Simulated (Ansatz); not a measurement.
Geometry optimisation, Ansatz, RKS PBE-D4/STO-3G.

Input file:

```yaml
crystal:
  periodic: [false, false, false]
  atoms:
    - { symbol: C, position_ang: [-1.982, 0.3877, 0.6325] }
    - { symbol: O, position_ang: [-0.6394, 0.5555, 0.8733] }
    - { symbol: C, position_ang: [0.1498, 0.0967, -0.2401] }
    - { symbol: Si, position_ang: [0.9006, -1.6908, -0.0375] }
    - { symbol: C, position_ang: [1.3644, 1.067, -0.3872] }
    - { symbol: Cl, position_ang: [0.8045, 2.6719, -0.9978] }
    - { symbol: H, position_ang: [-2.545, 0.7781, 1.5102] }
    - { symbol: H, position_ang: [-2.2814, 1.0761, -0.2351] }
    - { symbol: H, position_ang: [-2.2943, -0.5937, 0.4721] }
    - { symbol: H, position_ang: [-0.3994, 0.1117, -1.1328] }
    - { symbol: H, position_ang: [1.6142, -2.0641, -1.2134] }
    - { symbol: H, position_ang: [-0.2979, -2.6375, 0.0965] }
    - { symbol: H, position_ang: [1.651, -1.7914, 1.1474] }
    - { symbol: H, position_ang: [1.816, 1.2813, 0.613] }
    - { symbol: H, position_ang: [2.1168, 0.7007, -1.0718] }
basis:
  gaussian: { orbitals: STO-3G }
hamiltonian:
  xc: pbe
  dispersion: d4
relax:
  f_tol: 0.02
  max_steps: 40
```

Command:

```bash
$ ansatz run input.yaml --threads 1 --pin off --max-ram 2048MiB --backend cpu --events-out ev --progress --plain --runs-dir out
```

Q: Where does it end, and by what steps?

A: The run converged. The force dipped under the threshold on the way, but the program's further checks kept it going. Limits of this set-up: minimal basis. After 8 steps the energy has fallen by 0.771 eV; H8 moved furthest, 0.54 Å.

| step | energy less start (eV) | largest force component (eV/Å) | accepted |
| --- | --- | --- | --- |
| 0 | 0.0000 | 3.943 | yes |
| 1 | -0.6686 | 1.409 | yes |
| 2 | -0.7378 | 0.502 | yes |
| 3 | -0.7532 | 0.225 | yes |
| 4 | -0.7613 | 0.176 | yes |
| 5 | -0.7661 | 0.187 | yes |
| 6 | -0.7692 | 0.117 | yes |
| 7 | -0.7705 | 0.015 | yes |
| 8 | -0.7707 | 0.010 | yes |

```xyz
15
Properties=species:S:1:pos:R:3
C -2.015 0.290 0.650
O -0.635 0.781 0.816
C 0.179 0.204 -0.287
Si 0.723 -1.632 -0.033
C 1.459 1.090 -0.379
Cl 1.060 2.833 -0.879
H -2.612 0.769 1.456
H -2.453 0.575 -0.339
H -2.103 -0.821 0.757
H -0.364 0.285 -1.264
H 1.478 -2.057 -1.202
H -0.441 -2.490 0.119
H 1.562 -1.735 1.150
H 1.970 1.159 0.605
H 2.168 0.699 -1.142
```

Run time: 41 s on 1 thread of Arm Neoverse V1 (shared host), peak memory 0.15 GiB.
